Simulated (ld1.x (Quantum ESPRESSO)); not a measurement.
u(r) = r·R(r): atom against pseudo-atom (O (Z = 8))

Columns: radius, all-electron u(r) and pseudo u(r) of the 2s shell (level -39.66 eV) of oxygen in the configuration [He] 2s2 2p3; PBE, scalar-relativistic, PAW scheme, ld1.x (Quantum ESPRESSO) 7.5.

```json
{"r (bohr)": "0.078", "all-electron": "0.4235", "pseudo": "-0.1494"}
{"r (bohr)": "0.155", "all-electron": "0.3760", "pseudo": "-0.2931"}
{"r (bohr)": "0.232", "all-electron": "0.1513", "pseudo": "-0.4296"}
{"r (bohr)": "0.310", "all-electron": "-0.1209", "pseudo": "-0.5571"}
{"r (bohr)": "0.388", "all-electron": "-0.3755", "pseudo": "-0.6711"}
{"r (bohr)": "0.465", "all-electron": "-0.5856", "pseudo": "-0.7685"}
{"r (bohr)": "0.542", "all-electron": "-0.7482", "pseudo": "-0.8492"}
{"r (bohr)": "0.620", "all-electron": "-0.8658", "pseudo": "-0.9130"}
{"r (bohr)": "0.698", "all-electron": "-0.9412", "pseudo": "-0.9584"}
{"r (bohr)": "0.775", "all-electron": "-0.9810", "pseudo": "-0.9849"}
{"r (bohr)": "0.852", "all-electron": "-0.9931", "pseudo": "-0.9933"}
{"r (bohr)": "0.930", "all-electron": "-0.9836", "pseudo": "-0.9836"}
{"r (bohr)": "1.008", "all-electron": "-0.9578", "pseudo": "-0.9578"}
{"r (bohr)": "1.085", "all-electron": "-0.9208", "pseudo": "-0.9208"}
{"r (bohr)": "1.162", "all-electron": "-0.8760", "pseudo": "-0.8760"}
{"r (bohr)": "1.240", "all-electron": "-0.8256", "pseudo": "-0.8256"}
{"r (bohr)": "1.318", "all-electron": "-0.7724", "pseudo": "-0.7724"}
{"r (bohr)": "1.395", "all-electron": "-0.7189", "pseudo": "-0.7189"}
{"r (bohr)": "1.472", "all-electron": "-0.6658", "pseudo": "-0.6658"}
{"r (bohr)": "1.550", "all-electron": "-0.6133", "pseudo": "-0.6133"}
{"r (bohr)": "1.628", "all-electron": "-0.5628", "pseudo": "-0.5628"}
{"r (bohr)": "1.705", "all-electron": "-0.5154", "pseudo": "-0.5154"}
{"r (bohr)": "1.782", "all-electron": "-0.4706", "pseudo": "-0.4706"}
{"r (bohr)": "1.860", "all-electron": "-0.4282", "pseudo": "-0.4282"}
{"r (bohr)": "1.938", "all-electron": "-0.3887", "pseudo": "-0.3887"}
{"r (bohr)": "2.015", "all-electron": "-0.3527", "pseudo": "-0.3527"}
```

(1) How many radial nodes do the two functions have?

(2) At about which radius was the pseudo-wave matched?

(3) Where does each function peak?

(4) Is the pseudo-wave norm-conserving?

Results:

(1) The all-electron 2s function has n − l − 1 = 1; the pseudo-wave has 0, since the states of the same l below it are removed with the core.

(2) 0.90 bohr, where the columns begin to agree (steps of 0.08 bohr).

(3) Outermost all-electron maximum near 0.85 bohr, pseudo maximum near 0.85 bohr (to the table’s step).

(4) No, it belongs to a PAW set: the norm inside the radius is not constrained, and the difference is carried by the augmentation charge.
